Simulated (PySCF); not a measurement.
# Excitation energy of C²⁺ by level of theory

C²⁺ [He] 2s2 (1S) → C²⁺ [He] 2s1 2p1 (3P), as a difference of total energies. Calculation: PySCF 2.14, in dyall-acv3z; no relativity, point nucleus. Correlated levels: valence: 1s2 frozen; virtual orbitals above 40 to 60 times the deepest correlated orbital energy dropped. The calculations carry no spin-orbit coupling.

| method | excitation energy (eV) |
| --- | --- |
| UHF | 4.636 |
| MP2 (valence) | 5.768 |
| SCS-MP2 (valence) | 6.080 |
| CCSD (valence) | 6.529 |

Question: How much does correlation contribute at MP2 (valence)?

Answer: 5.768 − (4.636) = 1.132 eV, measured against UHF.

A first-order spin-orbit estimate (lowest level to lowest level, LS coupling) adds -0.007 eV.

With two correlated electrons CCSD is exact in that space.
